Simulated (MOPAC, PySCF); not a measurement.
C2H7BS, SMILES `CB(S)C` (C–B–S–H torsion 2°), neutral singlet in the gas phase. 

Z-matrix (Å, degrees):
```
B
C 1 1.5689
H 2 1.0906 1 115.08
H 2 1.0940 3 108.57 1 -125.53
H 2 1.0972 3 107.30 4 -113.84
C 1 1.5706 2 121.20 3 -165.11
H 6 1.0905 1 115.13 2 -171.46
H 6 1.0945 7 108.38 1 -124.45
H 6 1.0962 7 107.65 8 -113.87
S 1 1.8021 2 122.30 3 15.76
H 10 1.3448 1 99.39 2 -2.15
```
Charge 0, spin multiplicity 1.

All levels are single points at this geometry (B3LYP-D3(BJ)/def2-TZVP); Pople sets use spherical d functions. Orbital energies aren't observables, and empty levels follow the basis.

HF/STO-3G in PySCF gives HOMO (eV) = -7.79.

Estimate the HOMO (eV) from each of these levels: ωB97X-D3(BJ)/def2-TZVP in PySCF; B3LYP/6-31G* in PySCF; M06-2X/6-31G* in PySCF; HF/3-21G in PySCF; AM1 in MOPAC.


| level | HOMO (eV) |
|---|---|
| ωB97X-D3(BJ)/def2-TZVP in PySCF | -10.23 |
| B3LYP/6-31G* in PySCF | -7.41 |
| M06-2X/6-31G* in PySCF | -8.84 |
| HF/3-21G in PySCF | -10.62 |
| AM1 in MOPAC | -9.80 |
